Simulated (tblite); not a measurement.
Parent: `[F:1][Si@@H:2]1[CH2:3][CH2:4][C:5](=[S:6])[CH2:7]1` with F1–Si2–C3–C4 -103°, Si2–C3–C4–C5 -30°, C3–C4–C5–S6 -134°, C4–C5–C7–Si2 -33°, C4H7FSSi.

Computed geometry: GFN2-xTB, gas phase. One conformer each, not checked by frequencies here.

```
coordinate of the parent    value
                  F1–Si2  1.618 Å
                  Si2–C3  1.903 Å
                   C3–C4  1.540 Å
                   C4–C5  1.497 Å
                   C5=S6  1.621 Å
                   C5–C7  1.489 Å
                  Si2–C7  1.906 Å
               F1–Si2–C3   111.0°
               F1–Si2–C7   109.8°
               C3–Si2–C7    93.8°
               Si2–C3–C4   105.4°
                C3–C4–C5   108.9°
                C4–C5–S6   123.5°
                C4–C5–C7   112.9°
                S6–C5–C7   123.6°
               Si2–C7–C5   104.4°
```

Task: How does the shared frame change in `[F:1][Si@@H:2]1[CH2:3][C:4](=[S:5])[C@@H:6]([CH:7]2[CH2:8][CH2:9]2)[CH2:10]1` with C4–C6–C7–C8 -78°, F1–Si2–C3–C4 -108°, Si2–C3–C4–S5 153°, C3–C4–C6–C7 -79°, C6–C7–C8–C9 -109°, C7H11FSSi? Atoms pair as F1 = F1, Si2 = Si2, C3 = C10, C4 = C6, C5 = C4, S6 = S5, C7 = C3 (parent first).

Result: 
| parent | relative | value in the relative | change |
| --- | --- | --- | --- |
| F1–Si2 | F1–Si2 | 1.615 Å | -0.003 |
| Si2–C3 | Si2–C10 | 1.899 Å | -0.004 |
| C3–C4 | C10–C6 | 1.539 Å | -0.001 |
| C4–C5 | C6–C4 | 1.502 Å | +0.005 |
| C5=S6 | C4=S5 | 1.621 Å | 0.000 |
| C5–C7 | C4–C3 | 1.493 Å | +0.004 |
| Si2–C7 | Si2–C3 | 1.904 Å | -0.002 |
| F1–Si2–C3 | F1–Si2–C10 | 110.8° | -0.2 |
| F1–Si2–C7 | F1–Si2–C3 | 110.7° | +0.9 |
| C3–Si2–C7 | C10–Si2–C3 | 93.9° | +0.1 |
| Si2–C3–C4 | Si2–C10–C6 | 105.3° | -0.1 |
| C3–C4–C5 | C10–C6–C4 | 108.6° | -0.3 |
| C4–C5–S6 | C6–C4–S5 | 122.7° | -0.8 |
| C4–C5–C7 | C6–C4–C3 | 113.9° | +1.0 |
| S6–C5–C7 | S5–C4–C3 | 123.4° | -0.2 |
| Si2–C7–C5 | Si2–C3–C4 | 105.1° | +0.7 |

Of the parent's bonds, Si2–C3, C4–C5 and C5–C7 change most and about equally (-0.004 to +0.005 Å). Bonds of the relative outside the shared frame: C6–C7 1.520, C7–C8 1.498, C8–C9 1.498, C7–C9 1.499 Å. Point group C1 → C1.

Task: How does the shared frame change in `[F:1][Si@@H:2]1[CH2:3][C:4](=[S:5])[C@H:6]([SH:7])[CH2:8]1` with C4–C6–S7–H -73°, F1–Si2–C3–C4 -122°, Si2–C3–C4–S5 -149°, C3–C4–C6–S7 81°, C4–C6–C8–Si2 29°, C4H7FS2Si? Atoms pair as F1 = F1, Si2 = Si2, C3 = C8, C4 = C6, C5 = C4, S6 = S5, C7 = C3 (parent first).

Result: 
| parent | relative | value in the relative | change |
| --- | --- | --- | --- |
| F1–Si2 | F1–Si2 | 1.619 Å | +0.001 |
| Si2–C3 | Si2–C8 | 1.905 Å | +0.002 |
| C3–C4 | C8–C6 | 1.530 Å | -0.010 |
| C4–C5 | C6–C4 | 1.494 Å | -0.003 |
| C5=S6 | C4=S5 | 1.622 Å | +0.001 |
| C5–C7 | C4–C3 | 1.493 Å | +0.004 |
| Si2–C7 | Si2–C3 | 1.905 Å | -0.001 |
| F1–Si2–C3 | F1–Si2–C8 | 110.4° | -0.6 |
| F1–Si2–C7 | F1–Si2–C3 | 109.4° | -0.4 |
| C3–Si2–C7 | C8–Si2–C3 | 93.9° | +0.1 |
| Si2–C3–C4 | Si2–C8–C6 | 105.4° | 0.0 |
| C3–C4–C5 | C8–C6–C4 | 109.9° | +1.0 |
| C4–C5–S6 | C6–C4–S5 | 122.7° | -0.8 |
| C4–C5–C7 | C6–C4–C3 | 113.6° | +0.7 |
| S6–C5–C7 | S5–C4–C3 | 123.7° | +0.1 |
| Si2–C7–C5 | Si2–C3–C4 | 104.9° | +0.5 |

Of the parent's bonds, C3–C4 changes most (-0.010 Å). Bonds of the relative outside the shared frame: C6–S7 1.849 Å. Point group C1 → C1.
